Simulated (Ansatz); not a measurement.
Basis-set series for `[SH][Ga]([Br])[Br]`. The species carries charge 0 and has multiplicity 1. The geometry is a stationary point of PBE0-D4/def2-TZVP. It is one conformer, not always the lowest.

| functional | basis | functions | energy (Eh) | HOMO (eV) | LUMO (eV) |
| --- | --- | --- | --- | --- | --- |
| PBE0-D4 | def2-SVP | 119 | -7470.14334 | -8.14 | -1.62 |
| PBE0-D4 | def2-TZVPP | 200 | -7471.15365 | -8.25 | -1.79 |
| ωB97M-V | def2-SVP | 119 | -7470.71762 | -10.28 | 0.36 |
| ωB97M-V | def2-TZVPP | 200 | -7471.72170 | -10.43 | 0.09 |

Task: Give the rows for def2-QZVPP. (Best estimate.)

Result: Ansatz gave: 
```tsv
functional	basis	functions	energy (Eh)	HOMO (eV)	LUMO (eV)
PBE0-D4	def2-QZVPP	367	-7471.31354	-8.27	-1.85
ωB97M-V	def2-QZVPP	367	-7471.87579	-10.45	-0.05
```

Positive LUMOs are unbound and depend on the basis. Scalar relativity is left out up to krypton.
